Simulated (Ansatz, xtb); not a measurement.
Relaxing a trial structure of C3H6AlFO

The starting geometry of this gas-phase singlet was built from a drawn formula by distance geometry and a force field; its bonds are those of `[CH3][AlH][C@@H](F)C=O`.

| atom | x (Å) | y (Å) | z (Å) |
| --- | --- | --- | --- |
| C | -1.3062 | -0.2275 | -2.3099 |
| C | -0.3098 | -0.1114 | 0.9668 |
| C | 0.8646 | 0.8373 | 0.7244 |
| Al | -1.6990 | 0.1578 | -0.3974 |
| F | 0.1748 | -1.4117 | 1.0051 |
| O | 1.5714 | 0.6479 | -0.2378 |
| H | -2.2174 | -0.0290 | -2.9277 |
| H | -0.9792 | -1.2547 | -2.4466 |
| H | -0.5045 | 0.4278 | -2.6768 |
| H | -3.1500 | 0.5695 | 0.0251 |
| H | -0.7257 | 0.0900 | 1.9807 |
| H | 1.0578 | 1.6309 | 1.4007 |

Where would you expect an optimisation with r2SCAN-D4/def2-SVP to take it?

A new bond forms, giving a structure with F5 bridging Al4 and C2, given below by its coordinates. Contacts that close: Al4–F5 (2.82 → 1.95 Å).

The energy falls by 0.69 eV over 25 steps:

```
step  E − E(last) (eV)
   1             0.686
   4             0.296
   6             0.247
   9             0.231
  12             0.105
  14             0.016
  17             0.001
  20             0.000
  22             0.000
  25             0.000
```

Final geometry (Å):

```xyz
12

C    -1.2175   -0.1673   -2.1959
C    -0.3680    0.3194    1.0129
C     0.9088    0.8552    0.5529
Al   -1.7573   -0.2225   -0.3341
F    -0.4321   -1.1717    0.7435
O     1.7110    0.3002   -0.1655
H    -1.6191    0.7224   -2.7117
H    -1.5726   -1.0458   -2.7609
H    -0.1186   -0.1332   -2.2802
H    -3.1886   -0.5100    0.2760
H    -0.6118    0.4572    2.0747
H     1.0426    1.9230    0.8949
```

From the same start GFN2-xTB ends elsewhere, differing in C2–Al4 (2.99 against 2.01 Å here), Al4–F5 (2.32 against 1.95 Å here), Al4–O6 (1.72 against 3.51 Å here).

No frequencies were run, so the end isn't proven a minimum. Run with Ansatz 0.2.0, 85 s on 2 threads of Arm Neoverse V1 (shared host).
